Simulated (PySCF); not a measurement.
Task: Write Cartesian coordinates for `C(C[SiH3])(N)=O` as optimised with PBE0-D3(BJ)/def2-SVP.

Result: 
```xyz
12
C2H7NOSi angstrom
N     -1.8218    0.2393    0.5059
C     -0.9939   -0.7328    0.0298
O     -1.3654   -1.5744   -0.7594
C      0.4315   -0.6580    0.5338
Si     1.4702    0.6237   -0.3973
H     -1.5095    0.9630    1.1356
H     -2.7727    0.2631    0.1629
H      0.8847   -1.6476    0.3800
H      0.4704   -0.4229    1.6102
H      1.3788    0.3925   -1.8678
H      0.9741    2.0013   -0.0884
H      2.8959    0.5255    0.0380
```

Any rigid rotation of these coordinates is as good. Atoms count from 1 in this order. Si5 (SiH3 silicon) is tetrahedral (angles from 108.5° to 110.3°). N1 (amide nitrogen) is planar (angles 122.8°, 119.1° and 118.0°, sum 359.9°, 0.02 Å off the plane of its three neighbours). Of the pairs four or more bonds apart, Si5···H6 is among the closest relative to their van der Waals radii: 3.37 Å, 102 % of the sum of Bondi's values.

Bonds between heavy atoms (Å): N1–C2 1.363, C2=O3 1.212, C2–C4 1.514, C4–Si5 1.894.

Method used: PySCF, PBE0-D3(BJ)/def2-SVP geometry optimisation, gas phase.

Point group: C1 (no symmetry element, even within 0.4 Å). PBE0-D3(BJ)/def2-SVP frequencies: not computed here. The numbers are those of one conformer (H–N1–C2–O3 -178° and -2°, N1–C2–C4–Si5 -80°).
